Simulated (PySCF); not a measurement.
Constitutional and geometric isomers with formula C2H6Si. All species are isolated molecules in the gas phase. Strings in code marks are SMILES.

Level of theory: ωB97X-D3(BJ)/def2-TZVP // PBE0-D3(BJ)/def2-TZVP in PySCF. All candidates: neutral, multiplicity 1. Excitations are Tamm–Dancoff values on a coarser integration grid. The basis has no diffuse functions, so Rydberg states are missing or too high.

| Quantity | Result |
|---|---|
| T1 excitation (TDA) | 3.10 eV |
| HOMO | -8.50 eV |
| LUMO | 1.37 eV |

Which member has these values?
A. `C=C[SiH3]`
B. `CC=[SiH2]`
C. `C=[SiH]C`
D. `C1C[SiH2]1`

C, `C=[SiH]C`. The others give `C=C[SiH3]`: 4.44 eV, -10.42 eV, 1.73 eV; `C1C[SiH2]1`: 5.33 eV, -9.28 eV, 2.19 eV; `CC=[SiH2]`: 2.63 eV, -8.37 eV, 0.95 eV
